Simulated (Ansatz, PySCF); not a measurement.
This Ansatz (a first-principles code) input computes a B3LYP/def2-TZVPD energy:

Ansatz 0.2 input:
```yaml
crystal:
  periodic: [false, false, false]
  atoms:
    - {symbol: Si, position_ang: [-0.00185614, -0.01051912, 1.30157599]}
    - {symbol: Br, position_ang: [1.05563279, -1.54255219, -0.27129398]}
    - {symbol: Br, position_ang: [-1.05489034, 1.54675983, -0.24933642]}
basis:
  gaussian:
    orbitals: def2-TZVPD
hamiltonian:
  xc: {name: B3LYP}
total_charge: -1
magnetization: {spin_polarized: true, initial_magnetization: 1}
output: {forces: true}
```

Question: Write an input for the same energy in PySCF and say what it gives.

Answer: 
```python
from pyscf import gto, scf, dft

mol = gto.M(
    atom='''
    Si   -0.00185614   -0.01051912    1.30157599
    Br    1.05563279   -1.54255219   -0.27129398
    Br   -1.05489034    1.54675983   -0.24933642
    ''',
    basis='def2-tzvpd',
    charge=-1,
    spin=1,
    verbose=4,
)

mf = dft.UKS(mol, xc='b3lyp').density_fit(auxbasis='def2-universal-jkfit')
mf.grids.level = 3
mf.conv_tol = 1e-9
mf.max_cycle = 100
mf.max_memory = 1500
mf.kernel()
if not mf.converged:
    mf = mf.newton()
    mf.kernel(mf.make_rdm1())
for _ in range(2):
    mo, _, stable, _ = mf.stability(return_status=True)
    if stable:
        break
    mf.kernel(mf.make_rdm1(mo, mf.mo_occ))
mf.analyze()
```
It gives -5438.00901 Eh, and Ansatz -5438.00898 Eh, a difference of 0.03 mEh, from the treatment of integrals and grids.
